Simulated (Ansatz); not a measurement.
CH₇BN₂Si, SMILES `BN[SiH]1CN1` at its PBE0-D4/def2-TZVP geometry, where that method's forces vanish. Charge 0, multiplicity 1.

```xyz
12

B     2.1630   -0.0345   -1.1877
N     0.8720    0.3886   -0.8478
Si   -0.1976   -0.4002    0.2552
C    -1.3982    0.4310    1.3477
N    -1.8600   -0.1360    0.0310
H     2.8149    0.6079   -1.9589
H     2.5898   -1.0393   -0.6947
H     0.5229    1.2359   -1.2755
H     0.3807   -1.7057    0.6251
H    -1.5194    1.5090    1.4319
H    -1.7194   -0.0945    2.2479
H    -2.6487   -0.7621    0.0258
```

(1) What forces (eV/Å) does PBE-D4/def2-TZVPP give on these atoms in Ansatz 0.2.0? (An estimate is asked.)

## Answers

(1) Ansatz gave: 
```
B1   0.210 -0.064 -0.056
N2   0.095 -0.017 -0.057
Si3  0.260 -0.248  0.131
C4  -0.061  0.093  0.195
N5  -0.210  0.195 -0.314
H6   0.061  0.071 -0.078
H7   0.036 -0.104  0.051
H8  -0.130  0.304 -0.148
H9   0.074 -0.142  0.045
H10 -0.006  0.235  0.033
H11 -0.050 -0.095  0.210
H12 -0.279 -0.228 -0.012
```
